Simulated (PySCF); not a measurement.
iodine monochloride (ClI), singlet, geometry from GFN2-xTB (core potentials on I); PySCF with SVWN5/def2-SV(P).

Input for PySCF:
```python
from pyscf import gto, scf, dft

mol = gto.Mole()
mol.atom = '''
    Cl   -0.000000   -0.000000   -1.746255
    I     0.000000    0.000000    0.560119
'''
mol.basis = 'def2-sv(p)'
mol.ecp = {'I': 'def2-sv(p)'}
mol.charge = 0
mol.spin = 0
mol.verbose = 4
mol.build()

mf = dft.RKS(mol)
mf.xc = 'lda,vwn'
mf.diis = False
mf.max_cycle = 100
mf.kernel()
mf.analyze()
```

Output, abridged:

```
PySCF version 2.14.0

[INPUT] verbose = 4
[INPUT] num. atoms = 2
[INPUT] num. electrons = 42
[INPUT] charge = 0
[INPUT] spin (= nelec alpha-beta = 2S) = 0
[INPUT] symmetry False subgroup None
[INPUT] Mole.unit = angstrom
[INPUT] Symbol           X                Y                Z      unit          X                Y                Z       unit  Magmom
[...]
nuclear repulsion = 97.5125086568787
number of shells = 18
number of NR pGTOs = 97
number of NR cGTOs = 44
basis = def2-sv(p)
ecp = {'I': 'def2-sv(p)'}

******** <class 'pyscf.dft.rks.RKS'> ********
method = RKS
initial guess = minao
damping factor = 0
level_shift factor = 0
DIIS disabled
SCF conv_tol = 1e-09
SCF conv_tol_grad = None
SCF max_cycles = 100
direct_scf = True
direct_scf_tol = 1e-13
XC library pyscf.dft.libxc version 7.1.2
    S. Lehtola, C. Steigemann, M. J. T. Oliveira, and M. A. L. Marques,  SoftwareX 7, 1–5 (2018)
XC functionals = lda,vwn
    P. A. M. Dirac,  Math. Proc. Cambridge Philos. Soc. 26, 376 (1930)
    F. Bloch,  Z. Phys. 57, 545 (1929)
    S. H. Vosko, L. Wilk, and M. Nusair,  Can. J. Phys. 58, 1200 (1980)
radial grids:
    Treutler-Ahlrichs [JCP 102, 346 (1995); DOI:10.1063/1.469408] (M4) radial grids

becke partition: Becke, JCP 88, 2547 (1988); DOI:10.1063/1.454033
pruning grids: <function nwchem_prune>
grids dens level: 3
symmetrized grids: False
atomic radii adjust function: <function treutler_atomic_radii_adjust>
small_rho_cutoff = 0
Set gradient conv threshold to 3.16228e-05
Initial guess from minao.
tot grids = 40840
init E= -725.178711198105
[...]
cycle= 1 E= -753.376764177019  delta_E= -28.2  |g|= 3.59  |ddm|= 8.67

WARN: HOMO 0.142415256426211 == LUMO 0.142415256426219

cycle= 2 E= -749.760561274251  delta_E= 3.62  |g|= 4.48  |ddm|= 15.2
[...]
cycle= 3 E= -738.92806751178  delta_E= 10.8  |g|= 4.57  |ddm|= 16.5
[...]
cycle= 4 E= -620.691042418211  delta_E=  118  |g|= 9.04  |ddm|= 20.6

WARN: HOMO -1.33827938460954 == LUMO -1.33815309423328

cycle= 5 E= -570.049185911387  delta_E= 50.6  |g|= 12.1  |ddm|= 28.2
[...]
cycle= 6 E= -579.377616261398  delta_E= -9.33  |g|= 11.2  |ddm|= 36.1
[...]
cycle= 7 E= -568.159298699414  delta_E= 11.2  |g|= 14.9  |ddm|=   36
[...]
cycle= 8 E= -578.797981916935  delta_E= -10.6  |g|= 11.7  |ddm|=   36
[...]
cycle= 9 E= -568.113413607929  delta_E= 10.7  |g|= 14.9  |ddm|=   36
[...]
cycle= 10 E= -578.783501576952  delta_E= -10.7  |g|= 11.7  |ddm|=   36
[...]
cycle= 11 E= -568.112278187621  delta_E= 10.7  |g|= 14.9  |ddm|=   36
[...]
[...]
[...]
cycle= 76 E= -578.78313437208  delta_E= -10.7  |g|= 11.7  |ddm|=   36
[...]
cycle= 77 E= -568.112249365034  delta_E= 10.7  |g|= 14.9  |ddm|=   36
[...]
cycle= 78 E= -578.783134370676  delta_E= -10.7  |g|= 11.7  |ddm|=   36
[...]
cycle= 79 E= -568.112249363718  delta_E= 10.7  |g|= 14.9  |ddm|=   36
[...]
cycle= 80 E= -578.783134369272  delta_E= -10.7  |g|= 11.7  |ddm|=   36
[...]
cycle= 81 E= -568.112249362401  delta_E= 10.7  |g|= 14.9  |ddm|=   36
[...]
cycle= 82 E= -578.783134367869  delta_E= -10.7  |g|= 11.7  |ddm|=   36
[...]
cycle= 83 E= -568.112249361081  delta_E= 10.7  |g|= 14.9  |ddm|=   36
[...]
cycle= 84 E= -578.783134366464  delta_E= -10.7  |g|= 11.7  |ddm|=   36
[...]
cycle= 85 E= -568.112249359758  delta_E= 10.7  |g|= 14.9  |ddm|=   36
[...]
cycle= 86 E= -578.78313436506  delta_E= -10.7  |g|= 11.7  |ddm|=   36
[...]
cycle= 87 E= -568.112249358434  delta_E= 10.7  |g|= 14.9  |ddm|=   36
[...]
cycle= 88 E= -578.783134363655  delta_E= -10.7  |g|= 11.7  |ddm|=   36
[...]
cycle= 89 E= -568.112249357108  delta_E= 10.7  |g|= 14.9  |ddm|=   36
[...]
cycle= 90 E= -578.783134362252  delta_E= -10.7  |g|= 11.7  |ddm|=   36
[...]
cycle= 91 E= -568.112249355778  delta_E= 10.7  |g|= 14.9  |ddm|=   36
[...]
cycle= 92 E= -578.783134360848  delta_E= -10.7  |g|= 11.7  |ddm|=   36
[...]
cycle= 93 E= -568.112249354447  delta_E= 10.7  |g|= 14.9  |ddm|=   36
[...]
cycle= 94 E= -578.783134359445  delta_E= -10.7  |g|= 11.7  |ddm|=   36
[...]
cycle= 95 E= -568.112249353113  delta_E= 10.7  |g|= 14.9  |ddm|=   36
[...]
cycle= 96 E= -578.783134358042  delta_E= -10.7  |g|= 11.7  |ddm|=   36
[...]
cycle= 97 E= -568.112249351776  delta_E= 10.7  |g|= 14.9  |ddm|=   36
[...]
cycle= 98 E= -578.783134356638  delta_E= -10.7  |g|= 11.7  |ddm|=   36
[...]
cycle= 99 E= -568.112249350438  delta_E= 10.7  |g|= 14.9  |ddm|=   36
[...]
cycle= 100 E= -578.783134355234  delta_E= -10.7  |g|= 11.7  |ddm|=   36
SCF not converged.
SCF energy = -578.783134355234
**** SCF Summaries ****
Total Energy =                        -578.783134355234097
Nuclear Repulsion Energy =              97.512508656878722
One-electron Energy =                -1194.376374170617964
Two-electron Energy =                  518.080731158505159
Two-electron Coulomb Energy =          562.801590881732864
DFT Exchange-Correlation Energy =      -44.720859723227690
HOMO-LUMO gap [eV] =                     0.420499476156805
**** MO energy ****
[...]
Dipole moment(X, Y, Z, Debye): -0.00000,  0.00000, 216.46658
```

The run did not converge; its last values are not results.
